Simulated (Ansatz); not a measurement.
TiS2, relaxed as a quintet with UKS PBE0-D4/def2-TZVP in Ansatz, starting from the PBE0-D4/def2-TZVP geometry of the neutral singlet. Force threshold 0.02 eV/Å.

The relaxation made no stability test and no search for a lower SCF solution. At PBE0-D4/def2-TZVP a singlet of charge 0 lies 2.56 eV below the quintet, each at its own geometry. The structure comes from a short search, and lower isomers may exist.

Start:

```xyz
3

Ti    0.297    0.567   -0.403
S    -1.081   -0.768   -1.167
S     0.784    0.200    1.570
```

| step | energy (eV) | largest force component (eV/Å) | SCF passes |
| --- | --- | --- | --- |
| 1 | -44770.8074 | 4.903 | 67 |
| 2 | -44771.8496 | 0.243 | 41 |
| 3 | -44771.8757 | 0.176 | 35 |
| 4 | -44771.9271 | 0.249 | 39 |
| 5 | -44771.9493 | 0.198 | 39 |
| 6 | -44771.9564 | 0.027 | 34 |
| 7 | -44771.9573 | 0.005 | 34 |
| 8 | -44771.9574 | 0.004 | 33 |

Force components are those of the run's own axes.

End:

```xyz
3

Ti    0.149    0.284   -0.202
S    -1.302   -0.779   -1.703
S     1.154    0.495    1.905
```

By distances, no bond broke or formed. The bond that changes most is Ti1–S2, from 2.06 to 2.34 Å (atoms count from 1).

The force fell under the threshold at step 7, but the optimiser went on. No frequencies were taken in this run, so the end may be a saddle point.

It took 17 s on 4 threads of Arm Neoverse V1 on a shared host.
